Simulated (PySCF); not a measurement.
PySCF input file for C₂H₄OSe, SMILES O1C[Se]C1, PBE0/pcSseg-1. The structure is a stationary point at PBE-D3(BJ)/def2-SVP. This is a generated structure with no PubChem entry under its InChIKey; it may be hypothetical.

```python
import numpy as np
from pyscf import gto, scf, dft
from pyscf.prop.nmr import rks as nmr

mol = gto.M(
    atom='''
    C     0.00000000    1.10559976    0.85008927
    O    -0.00000000   -0.00000000    1.73686260
    C     0.00000000   -1.10559976    0.85008927
    Se   -0.00000000   -0.00000000   -0.82030375
    H     0.91189081    1.73534458    0.94858889
    H    -0.91189082    1.73534458    0.94858889
    H    -0.91189082   -1.73534457    0.94858889
    H     0.91189081   -1.73534457    0.94858890
    ''',
    basis='pcSseg-1',
    charge=0,
    spin=0,
    max_memory=1600,
    verbose=3,
)
mf = dft.RKS(mol, xc='pbe0')
mf.grids.level = 3
mf.conv_tol = 1e-10
mf.max_cycle = 100
mf.kernel()
n = nmr.NMR(mf)
n.verbose = 2
n.max_cycle_cphf = 60
sigma = n.kernel()
print('atom   isotropic/ppm   span/ppm')
for i, s in enumerate(sigma):
    w = np.linalg.eigvalsh((s + s.T) / 2)
    print(f'{mol.atom_symbol(i):2s}{i + 1:3d} {w.mean():14.3f} {w[2] - w[0]:11.3f}')
```

Program output:

```
converged SCF energy = -2554.60850247212
atom   isotropic/ppm   span/ppm
C   1        109.263      84.430
O   2        271.749     254.486
C   3        109.263      84.430
Se  4       1287.740    2003.052
H   5         25.323       7.640
H   6         25.323       7.640
H   7         25.323       7.640
H   8         25.323       7.640
```

Self-consistency was reached.
